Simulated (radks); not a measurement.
Removal energies from neutral chromium, [Ar] 3d5 4s1, by Delta-SCF beside the eigenvalue of the level emptied. All-electron calculation, scalar-relativistic Kohn-Sham, LDA (Slater exchange, Perdew-Wang correlation), spin-polarised, spherical densities, finite nucleus; Fermi nuclear charge, rms radius of each element as measured or else 0.836 A^(1/3) + 0.57 fm. Program: a radial shooting solver on a logarithmic mesh with Libxc functionals. Open shells are filled with parallel spins first.

removed from,final configuration,Delta-SCF (eV),-eigenvalue (eV)
4s,[Ar] 3d5,7.598,4.638
3d,[Ar] 3d4 4s1,9.222,3.886
3p,[Ne] 3s2 3p5 3d5 4s1,47.460,41.978
3s,[Ne] 3s1 3p6 3d5 4s1,75.710,70.132
